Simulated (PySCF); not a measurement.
Isomers of C7H9OP, from PBE0-D3(BJ)/def2-SVP geometry optimisation, gas phase (PySCF 2.14.0). One conformer each, no zero-point energy, no frequencies.

Task: Which isomer lies lower at this level?
A. `[CH2:1]=[CH:2][C:3]1=[CH:4][P@:5]([CH3:6])(=[O:7])[CH:8]=[CH:9]1` with C1–C2–C3–C4 -178°: A = 3325, B = 836.5, C = 805.2 MHz, dipole 4.60 D
B. `[cH:1]1[cH:2][o:3][c:4]([PH:5][CH:6]2[CH2:7][CH2:8]2)[cH:9]1` with O3–C4–P5–C6 51°, C4–P5–C6–C7 95°: A = 3451, B = 785.0, C = 749.5 MHz, dipole 1.19 D

Result: A. That is `C=CC1=C[P@](C)(=O)C=C1`, 8.4 kcal/mol below the other.

| SMILES | mapped SMILES | E (Eh) | relative (kcal/mol) | relative (kJ/mol) | dipole (D) |
| --- | --- | --- | --- | --- | --- |
| C=CC1=C[P@](C)(=O)C=C1 | [CH2:1]=[CH:2][C:3]1=[CH:4][P@:5]([CH3:6])(=[O:7])[CH:8]=[CH:9]1 | -687.82008 | 0.0 | 0.0 | 4.60 |
| c1coc(PC2CC2)c1 | [cH:1]1[cH:2][o:3][c:4]([PH:5][CH:6]2[CH2:7][CH2:8]2)[cH:9]1 | -687.80676 | 8.4 | 35.0 | 1.19 |

As drawn, the lower has a P=O bond and a C=C bond outside aromatic rings, which the higher lacks; the higher has an aromatic ring and a three-membered ring, which the lower lacks.
